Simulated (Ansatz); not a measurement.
Ti6O22H20⁻. The state is a doublet with charge -1. Geometry PBE-D4/def2-SVP, that of the neutral singlet.

Cartesian coordinates in Å:
```
Ti -0.5152 2.3219 1.1465
Ti 0.3099 -2.4875 -0.3512
Ti -2.4479 -0.4843 0.8452
Ti 0.7872 -0.6946 2.4151
Ti -1.3535 0.0868 -2.5786
Ti 1.8065 0.7621 -0.6846
O 0.6204 -1.3452 4.0998
O 0.7969 -2.4936 1.5850
O 2.4542 -0.1381 2.4575
O -0.0302 1.1703 2.7942
O -0.0541 -4.2651 -0.4124
O -4.1698 -0.5821 1.3458
O -1.7214 -2.1850 0.2342
O -1.9982 1.2545 0.9014
O -1.4562 -0.8946 2.4432
O 1.8616 -2.5058 -1.1536
O 0.6059 -0.2986 0.2667
O 2.9056 -0.3695 -1.8792
O 3.4400 0.6067 0.2837
O 1.4673 2.1749 0.8795
O -0.9256 3.7732 2.1253
O 1.8481 2.4722 -1.6343
O -0.6011 -1.7611 -2.0449
O -2.7727 -0.3511 -1.2167
O -1.8243 -0.3235 -4.2606
O 0.5511 0.5399 -2.4729
O -0.4695 2.9702 -0.5858
O -1.7848 1.7922 -2.4216
H -0.2585 -1.7137 4.3174
H 0.4971 -3.2595 2.1055
H 3.0427 0.0969 1.6367
H 0.4312 1.6421 3.5135
H 0.6525 -4.8257 -0.7853
H -4.6146 -1.4372 1.4964
H -2.1597 -2.3905 -0.6197
H -1.5194 -0.0727 2.9872
H 2.4315 -1.6890 -1.4937
H 2.4657 -0.2877 -2.7501
H 4.0681 0.0785 -0.2500
H 1.8949 1.7905 1.6746
H -0.9941 4.6556 1.7186
H 2.4626 3.0723 -1.1677
H 0.0283 -1.9882 -2.7590
H -3.3924 0.4054 -1.2850
H -2.1523 0.3423 -4.8932
H 0.7459 1.4355 -2.8301
H 0.4341 2.9980 -1.0575
H -1.3939 2.4017 -1.6855
```

Single mean-field runs in def2-SVP are fitted with def2-universal-jkfit. At PBE-D4/def2-SVP, BLYP-D4/def2-SVP the highest occupied level of the charge -1 doublet lies above zero (up to 0.80 eV). By energy differences its removal costs 1.16 eV (vertical, to the charge 0 singlet, at BLYP-D4/def2-SVP); self-interaction error and the lack of diffuse functions both raise the level. At PBE-D4/def2-SVP, BLYP-D4/def2-SVP the gap within one spin of the charge -1 doublet nearly closes, so an electron or hole may be smeared out by delocalisation error.

Question: Estimate the α-spin orbital energies around the gap (eV) in Ansatz with PBE-D4/def2-SVP, BLYP-D4/def2-SVP, PBE0-D4/def2-SVP.

Answer: 
| orbital | PBE-D4/def2-SVP | BLYP-D4/def2-SVP | PBE0-D4/def2-SVP |
| --- | --- | --- | --- |
| HOMO−5 | -3.21 | -3.06 | -4.89 |
| HOMO−4 | -3.16 | -3.01 | -4.86 |
| HOMO−3 | -3.12 | -2.96 | -4.70 |
| HOMO−2 | -3.00 | -2.85 | -4.59 |
| HOMO−1 | -2.96 | -2.81 | -4.56 |
| HOMO | 0.67 | 0.80 | -0.02 |
| LUMO | 0.72 | 0.84 | 1.05 |
| LUMO+1 | 0.79 | 0.91 | 1.35 |
| LUMO+2 | 0.87 | 0.99 | 1.46 |
| LUMO+3 | 0.93 | 1.06 | 1.49 |
| LUMO+4 | 0.98 | 1.11 | 1.55 |
| LUMO+5 | 1.04 | 1.16 | 1.59 |
| β HOMO | -2.97 | -2.81 | -4.59 |
| β LUMO | 0.83 | 0.95 | 1.45 |
